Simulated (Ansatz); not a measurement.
```yaml
crystal:
  periodic: [false, false, false]
  atoms:
    - {symbol: N, position_ang: [-1.835523, 0.996541, 1.156872]}
    - {symbol: C, position_ang: [-1.157953, -0.045506, 1.000569]}
    - {symbol: Ga, position_ang: [0.416259, -0.229458, -0.355480]}
    - {symbol: N, position_ang: [2.060319, -1.509415, -0.740364]}
    - {symbol: O, position_ang: [0.634033, 1.468001, -1.221704]}
    - {symbol: H, position_ang: [-1.171727, 1.497859, 1.657730]}
    - {symbol: H, position_ang: [-1.995381, 1.274414, 0.146919]}
    - {symbol: H, position_ang: [-0.871704, -0.378202, 1.839843]}
    - {symbol: H, position_ang: [-1.702402, -1.070862, 0.435982]}
    - {symbol: H, position_ang: [2.608666, -0.944860, -1.257991]}
    - {symbol: H, position_ang: [1.702702, -2.310985, -0.691769]}
    - {symbol: H, position_ang: [1.257727, 1.357354, -1.648720]}
basis:
  gaussian: {orbitals: cc-pVDZ}
magnetization: {spin_polarized: true, initial_magnetization: 1}
hamiltonian: {xc: {name: BLYP}, dispersion: d4}
```

```sh
$ ansatz run in.yaml --threads 4 --pin off --events-out ev --progress --plain --max-ram 10444MiB
```

It prints (some lines left out):

```
Error: a molecule whose nuclei and cores have a total charge of 66 cannot have a net charge of 0 together with 1 unpaired electrons
```

Question: What is wrong with this run?

Answer: The number of unpaired electrons doesn't fit the electron count. The program refused the input.
